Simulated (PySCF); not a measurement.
CrO2F, SMILES [F][Cr+](=[O])=[O], charge +1, multiplicity 1.

Geometry: PBE0-D3(BJ)/def2-SVP. The spin state was assumed, not searched. The isomer is the one that the SMILES or the coordinates give; other isomers of the formula were not compared.

These are PBE/def2-TZVPD (PySCF) values and carry that method's errors.

Symmetry labels are those of the subgroup Cs that the program uses (full group Cs).

Computed valence orbital energies around the gap with their symmetry:
```csv
orbital,symmetry,energy (eV)
HOMO−7,A",-19.45
HOMO−6,A',-19.17
HOMO−5,A",-18.82
HOMO−4,A',-18.80
HOMO−3,A',-17.43
HOMO−2,A",-17.08
HOMO−1,A',-17.07
HOMO,A",-15.76
LUMO,A',-13.62
LUMO+1,A',-12.82
LUMO+2,A",-12.33
LUMO+3,A',-10.53
```
